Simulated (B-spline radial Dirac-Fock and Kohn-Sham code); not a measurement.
# Auger parameter of lutetium: the M5 level and its strongest M5-NN line

Model: Dirac-Fock (average of configuration) total-energy differences with a finite nucleus, the Breit interaction including its frequency dependence, and self-energy and vacuum-polarisation corrections. Program: a radial finite-basis atomic code. The modified Auger parameter α′ is the binding energy plus the kinetic energy of the Auger electron; it does not depend on the energy zero. For free ions it tends to fall with charge, since less charge screens the final holes.

```tsv
species	configuration	binding 3d5/2 (eV)	Auger line	kinetic (eV)	α′ (eV)
Lu	[Xe] 4f14 5d1 6s2	1596.9	N5N5 J=4	1165.9	2762.8
Lu	[Xe] 4f14 5d3	1593.3	N5N5 J=4	1171.9	2765.2
Lu⁺	[Xe] 4f14 6s2	1607.3	N5N5 J=4	1153.4	2760.7
Lu⁺ (Watson 1.6 Å)	[Xe] 4f14 6s2	1599.6	N5N5 J=4	1161.7	2761.3
Lu²⁺	[Xe] 4f14 6s1	1616.1	N5N5 J=4	1143.4	2759.6
Lu²⁺ (Watson 1.8 Å)	[Xe] 4f14 6s1	1601.0	N5N5 J=4	1159.1	2760.1
Lu²⁺ (Watson 3 Å)	[Xe] 4f14 6s1	1606.5	N5N5 J=4	1153.0	2759.6
Lu³⁺	[Xe] 4f14	1625.9	N5N5 J=4	1132.7	2758.6
Lu³⁺ (Watson 1.8 Å)	[Xe] 4f14	1601.9	N5N5 J=4	1156.7	2758.6
Lu³⁺ (Watson 3 Å)	[Xe] 4f14	1611.5	N5N5 J=4	1147.1	2758.6
Lu⁴⁺	[Xe] 4f13	1651.6	N5N5 J=4	1109.1	2760.7
Lu⁵⁺	[Xe] 4f12	1679.7	N5N5 J=4	1084.4	2764.1
Lu⁶⁺	[Kr] 4d10 4f13 5s2 5p4	1690.1	N5N5 J=4	1069.3	2759.4
Lu⁷⁺	[Kr] 4d10 4f13 5s2 5p3	1710.6	N5N5 J=4	1048.6	2759.2
```

Values without a named source are computed, but for edge energies of neutral atoms, which are taken from tables.
